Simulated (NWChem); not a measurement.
BSiH₃F₂; SMILES FB(F)[SiH3]

All runs: NWChem. Pople sets run with spherical d functions. Each level has its own optimisation; frequencies are unscaled.

For level PBE0/def2-SVP:

```
Quantity                           Value
---------------------------------  -----
highest harmonic frequency (cm⁻¹)   2248
lowest (cm⁻¹)                         27
zero-point energy (kcal/mol)        21.3
dipole (D)                          0.71
```

Question: What are these values for level Hartree-Fock/6-31G*?

Answer: 
| Property | Value |
|---|---|
| highest harmonic frequency (cm⁻¹) | 2386 |
| lowest (cm⁻¹) | 16 |
| zero-point energy (kcal/mol) | 22.8 |
| dipole (D) | 0.94 |
